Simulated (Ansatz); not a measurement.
Ca8O8 (started as a model of: 2x2x4 CaO rock-salt block). The state is a singlet with charge 0. Geometry PBE-D4/def2-SVP.

```csv
atom,x (Å),y (Å),z (Å)
Ca1,2.5221,0.1727,-2.7023
O2,1.1469,-0.8772,-1.3264
Ca3,-0.2530,-1.9927,0.0695
O4,-1.6917,-2.8557,1.5330
O5,1.0055,1.6448,-3.1065
Ca6,-0.5173,0.6332,-1.8361
O7,-1.8815,-0.4193,-0.3583
Ca8,-3.2412,-1.4417,1.0531
O9,3.1788,1.4392,-1.0912
Ca10,1.9225,0.4023,0.4263
O11,0.4451,-0.6394,1.7991
Ca12,-0.9635,-1.6572,3.1652
Ca13,1.6826,2.9264,-1.5159
O14,0.2894,1.9357,-0.1146
Ca15,-1.1522,0.9571,1.3402
O16,-2.4927,-0.2282,2.6649
```

The 6-31G sets use Cartesian d functions. B3LYP takes the VWN-RPA correlation.

Question: Estimate the orbital energies around the gap (eV) in Ansatz with HF/STO-3G, HF/6-31G, PBE-D4/def2-SVP, r2SCAN-D4/def2-SVP, B3LYP-D4/6-31G.

Answer: 
```
orbital  HF/STO-3G  HF/6-31G  PBE-D4/def2-SVP  r2SCAN-D4/def2-SVP  B3LYP-D4/6-31G
 HOMO−5      -4.47     -8.37            -4.10               -4.20           -5.02
 HOMO−4      -4.47     -8.24            -3.95               -4.04           -4.88
 HOMO−3      -4.40     -8.24            -3.95               -4.04           -4.88
 HOMO−2      -4.06     -8.10            -3.86               -3.95           -4.79
 HOMO−1      -4.03     -7.95            -3.82               -3.90           -4.72
   HOMO      -4.03     -7.95            -3.82               -3.90           -4.72
   LUMO       3.57      0.56            -1.26               -0.79           -1.02
 LUMO+1       4.18      0.66            -0.99               -0.48           -0.77
 LUMO+2       5.28      0.75            -0.77               -0.31           -0.52
 LUMO+3       5.28      0.75            -0.77               -0.31           -0.52
 LUMO+4       6.79      1.34            -0.44                0.01           -0.16
 LUMO+5       6.97      1.51            -0.15                0.28            0.13
```
